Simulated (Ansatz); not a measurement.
The cluster SiAu4: single points at one geometry.

```yaml
crystal:
  periodic: [false, false, false]
  atoms:
    - {symbol: Au, position_ang: [-1.301204, -0.360220, -0.222413]}
    - {symbol: Au, position_ang: [2.020942, -0.676265, 0.341401]}
    - {symbol: Au, position_ang: [-1.384660, 2.492590, -0.225687]}
    - {symbol: Au, position_ang: [0.180320, -2.596259, 0.020555]}
    - {symbol: Si, position_ang: [0.484602, 1.140163, 0.086145]}
basis:
  gaussian: {orbitals: def2-SVP, initial_orbitals: start.molden}
magnetization: {spin_polarized: true, initial_magnetization: 4}
hamiltonian: {xc: {text: "exchange = 0.90*pbe_x + 0.10*exact_x\ncorrelation = pbe_c"}}
scf: {omitted_lower_state_checks: [starts]}
output: {orbitals: {seedname: orbitals}}
```

The file start.molden holds the orbitals of an earlier run on this structure, at another level or in another basis.

```sh
$ ansatz run in.yaml --threads 4 --pin off --events-out ev --progress --plain --max-ram 8704MiB
```

Shortened log:

```
Functional definition: unnamed
1470 factors; integrals over basis functions are off by at most 3.6e-4 eV
mean field evaluation 1: about -22647.3659 eV, gradient 7.6e0 eV
mean field evaluation 2: about -22647.5656 eV, gradient 2.3e-1 eV
mean field evaluation 4: about -22647.6540 eV, gradient 4.7e-3 eV
mean field -22647.65397792 eV, -832.2859325572 hartree, gradient 2.9e-5 eV, S^2 6.011179; 0 other end points of the search recorded, 0 dependent functions left out
reference -22647.65401970 eV, -832.2859340927 hartree; 47, 43 occupied and 99, 103 virtual orbitals, 1470 factors
Total energy: -22647.65401970 eV, -832.2859340927 hartree
Checks for a lower state left out: starts
```

It took 10 s on 4 threads of Intel Xeon Platinum 8259CL on a shared host, peak host memory 0.67 GiB.

The first input with `gaussian: {orbitals: def2-TZVP, initial_orbitals: start.molden}`, `hamiltonian: {xc: {name: B3LYP}, dispersion: d4}` (abridged; 19 s):

```
Functional definition: B3LYP
mean field -22657.81632249 eV, -832.6593918321 hartree, gradient 2.8e-5 eV, S^2 6.014541
Total energy: -22658.46654454 eV, -832.6832870515 hartree
Checks for a lower state left out: starts
```

Geometry: r2SCAN-D4/def2-SVP.

In the def2 sets Au takes a core potential; there is no spin–orbit coupling. B3LYP takes the VWN-RPA correlation. At PBE0-D4/def2-TZVP a singlet of charge 0 lies 3.47 eV below the quintet, each at its own geometry. The structure comes from a short search, and lower isomers may exist.
